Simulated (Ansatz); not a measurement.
Geometry optimisation, RKS r2SCAN/cc-pVDZ in Ansatz 0.2.0.

The input (input.yaml):

```yaml
crystal:
  periodic: [false, false, false]
  atoms:
    - { symbol: Si, position_ang: [0.0, 0.0, 0.0] }
    - { symbol: F, position_ang: [0.0, 0.0, 1.59] }
    - { symbol: Cl, position_ang: [2.0086, 0.0, -0.7093] }
    - { symbol: Cl, position_ang: [-1.0032, 1.7381, -0.7093] }
    - { symbol: Cl, position_ang: [-1.0032, -1.7381, -0.7093] }
basis:
  gaussian: { orbitals: cc-pVDZ }
hamiltonian:
  xc: r2scan
relax:
  f_tol: 0.02
  max_steps: 40
output:
  orbitals: {}
```

Command:

```bash
$ ansatz run input.yaml --threads 2 --pin off --max-ram 3072MiB --backend cpu --events-out ev --progress --plain --runs-dir out
```

Task: Where does it end, and by what steps?

Result: It converged. After 4 steps the energy has fallen by 0.229 eV; Cl3 moved furthest, 0.07 Å.

```tsv
step	energy less start (eV)	largest force component (eV/Å)	accepted
0	0.0000	2.765	yes
1	-0.2155	1.096	yes
2	-0.2278	0.278	yes
3	-0.2291	0.021	yes
4	-0.2292	0.004	yes
```

```xyz
5
Properties=species:S:1:pos:R:3
Si 0.000 0.000 -0.050
F 0.000 0.000 1.576
Cl 1.941 0.000 -0.688
Cl -0.970 1.681 -0.688
Cl -0.970 -1.681 -0.688
```

Whether the end is a true minimum wasn't checked by a vibrational analysis.

Run time: 26 s on 2 threads of Arm Neoverse V1, on a shared host, peak memory 0.16 GiB.
